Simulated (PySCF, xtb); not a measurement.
CH11NSi4, SMILES N[SiH2][SiH]1[SiH2]C[SiH2]1.

GFN2-xTB run with xtb at its own geometry gives an orbital gap of 3.45 eV and a dipole moment of 1.73 D.

Coordinates come from a PBE-D3(BJ)/def2-SVP optimisation. This is a generated structure with no PubChem entry under its InChIKey; it may be hypothetical. The values are those of a single conformer.

### Question
What does CAM-B3LYP/def2-TZVP run with PySCF give? (The exact figures need the calculation; the answer reports its results.)

### Answer
gap 8.68 eV (levels -8.32 and 0.35 eV), dipole 1.05 D.
